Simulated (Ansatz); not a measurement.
`FC[SiH2]S` and `FC[SiH2][AlH][Cl]` differ in one atom or group.

Ansatz, PBE0-D4/def2-TZVP geometries, multiplicity 1. Each molecule was computed in one conformer, which needn't be the lowest.

```csv
property,`FC[SiH2]S`
HOMO–LUMO gap (B3LYP/def2-TZVPP) / eV,7.19
size of the dipole moment (PBE/def2-TZVPP) / D,1.28
HOMO energy (PBE0/def2-TZVPP) / eV,-7.53
HOMO–LUMO gap (PBE/def2-TZVPP) / eV,5.54
LUMO energy (B3LYP/def2-TZVPP) / eV,-0.09
HOMO energy (B3LYP/def2-TZVPP) / eV,-7.29
```

Q: Give the same properties after the change, and the shifts. (Estimate.)

A: Computed: 
| property | `FC[SiH2][AlH][Cl]` | shift |
| --- | --- | --- |
| HOMO–LUMO gap (B3LYP/def2-TZVPP) / eV | 6.03 | -1.16 |
| size of the dipole moment (PBE/def2-TZVPP) / D | 3.32 | 2.04 |
| HOMO energy (PBE0/def2-TZVPP) / eV | -7.32 | 0.21 |
| HOMO–LUMO gap (PBE/def2-TZVPP) / eV | 4.41 | -1.13 |
| LUMO energy (B3LYP/def2-TZVPP) / eV | -1.10 | -1.01 |
| HOMO energy (B3LYP/def2-TZVPP) / eV | -7.13 | 0.16 |

With PBE0 the HOMO rises by 0.21 eV and the LUMO falls by 1.06 eV, so the gap narrows by about 1.27 eV. PBE moves the HOMO by 0.05 eV and ωB97M-V by 0.41 eV. Dipoles are sizes alone; their direction can turn.

B3LYP here is the variant with VWN-RPA as its local correlation; programs differ in this.
